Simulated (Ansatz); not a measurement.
ScSi₄⁻, relaxed as a singlet with RKS r2SCAN-D4/def2-SVPD in Ansatz, starting from the GFN2-xTB geometry. Force threshold 0.02 eV/Å.

The restricted singlet is unstable towards broken spin symmetry in Hartree–Fock (as tested in another run); at r2SCAN-D4/def2-SVPD this wasn't settled. The relaxation made no stability test and no search for a lower SCF solution. No other spin state of charge -1 was run. The structure comes from a short search, and lower isomers may exist.

Start:

```xyz
5

Sc   -0.384    0.154   -2.228
Si   -0.082   -0.027    2.354
Si    1.437   -0.369   -1.108
Si    0.533   -0.154    0.386
Si   -1.504    0.397    0.596
```

| step | energy (eV) | largest force component (eV/Å) | SCF passes |
| --- | --- | --- | --- |
| 1 | -52189.1400 | 14.373 | 24 |
| 2 | -52192.0437 | 5.900 | 32 |
| 3 | -52193.3287 | 2.094 | 35 |
| 4 | -52193.8236 | 0.708 | 36 |
| 5 | -52193.8450 | 0.173 | 26 |
| 6 (rejected) | -52193.8404 | 0.151 | 25 |
| 7 | -52193.8464 | 0.054 | 26 |
| 8 | -52193.8473 | 0.016 | 25 |

Force components are those of the run's own axes.

End:

```
atom    x (Å)    y (Å)    z (Å)
 Sc1  -0.5681   0.2022  -1.8591
 Si2  -0.3654   0.0531   2.4586
 Si3   1.8267  -0.4691  -1.5290
 Si4   0.6794  -0.1973   0.3975
 Si5  -1.5726   0.4111   0.5320
```

By distances, no bond broke or formed. The bond that changes most is Si3–Si4, from 1.76 to 2.26 Å (atoms count from 1).

No frequencies were taken in this run, so the end may be a saddle point.

It took 24 s on 4 threads of Arm Neoverse V1 on a shared host.
